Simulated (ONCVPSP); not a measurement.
**Which change was made? (Pb, ONCV)**

| Property | Result |
| --- | --- |
| Element | Pb (Z = 82) |
| Generator | ONCVPSP 4.0.1 |
| Type | optimised norm-conserving Vanderbilt (ONCV) |
| Functional | PBE |
| Relativity | fully relativistic |
| Frozen core | [Xe] 4f14 5d10 |
| Valence charge | 4 |
| Reference configuration | 6s2 6p2 |
| Partial waves | 6s: rc 1.85 bohr, ncon 4, nbas 7, qcut 3 1/bohr, 2 projectors, debl 2.1 Ha; 6p: rc 2.35 bohr, ncon 4, nbas 9, qcut 3.9 1/bohr, 3 projectors, debl 0.5 Ha |
| Local potential | polynomial inside 1.65 bohr (lpopt 5, dvloc0 4 Ha) |
| Core correction | Teter function fitted to the true core (icmod 2), fcfact 0.7 |

Open shells are filled in proportion to 2j + 1.

Cutoffs, loose and tight: the cutoffs (Ha) at which the residual kinetic energy of the hardest occupied pseudo-wave falls to 1 and 0.1 mHa per electron. They do not see the model core or the augmentation charge, which bear on the density cutoff. Test errors are all-electron minus pseudo excitation energies from the reference, over the configurations 6s2 6p1; 6s2 6p0; 6s1 6p0; 6s2 6p1.5; variants that change the core or the reference have their own tests.

The base gives: outcome: generated; cutoff, loose: 11 Ha; cutoff, tight: 25 Ha; bound ghosts: p3/2, p1/2; GHOST(+) flags above zero: s, p3/2, p1/2; largest test error (meV): -550.

Q: After one change the result is: outcome: generated; cutoff, loose: 11 Ha; cutoff, tight: 25 Ha; bound ghosts: p3/2; GHOST(+) flags above zero: s, p1/2; largest test error (meV): -552. Which change was it?
A. p: rc 2.58
B. s: qcut 3.5; p: qcut 4.5
C. local potential polynomial inside 1.20 bohr (lpopt 5, dvloc0 -1 Ha)
D. core [Xe], valence charge 28; reference 4f14 5d10 6s1.75 6p2.25; waves now 6s: rc 1.60 bohr, ncon 4, nbas 7, qcut 5 1/bohr, 2 projectors, debl 1.6 Ha; 6p: rc 2.75 bohr, ncon 4, nbas 8, qcut 2.4 1/bohr, 2 projectors, debl 3.5 Ha; 5d: rc 1.85 bohr, ncon 4, nbas 8, qcut 10.1 1/bohr, 1 projector; 4f: rc 0.90 bohr, ncon 4, nbas 9, qcut 23 1/bohr, 2 projectors, debl 2.7 Ha; local potential polynomial inside 0.70 bohr (lpopt 5, dvloc0 6 Ha)

A: A. The others give: core [Xe], valence charge 28; reference 4f14 5d10 6s1.75 6p2.25; waves now 6s: rc 1.60 bohr, ncon 4, nbas 7, qcut 5 1/bohr, 2 projectors, debl 1.6 Ha; 6p: rc 2.75 bohr, ncon 4, nbas 8, qcut 2.4 1/bohr, 2 projectors, debl 3.5 Ha; 5d: rc 1.85 bohr, ncon 4, nbas 8, qcut 10.1 1/bohr, 1 projector; 4f: rc 0.90 bohr, ncon 4, nbas 9, qcut 23 1/bohr, 2 projectors, debl 2.7 Ha; local potential polynomial inside 0.70 bohr (lpopt 5, dvloc0 6 Ha) → outcome: failed: optimize: ERROR ps0norm > uunorm, code will stop | s: qcut 3.5; p: qcut 4.5 → outcome: failed: ERROR pspot: first pseudo wave function has node, program will stop | local potential polynomial inside 1.20 bohr (lpopt 5, dvloc0 -1 Ha) → outcome: generated; cutoff, loose: 11 Ha; cutoff, tight: 25 Ha; bound ghosts: s, p3/2, p1/2; GHOST(+) flags above zero: s, p3/2, p1/2; largest test error (meV): -550.
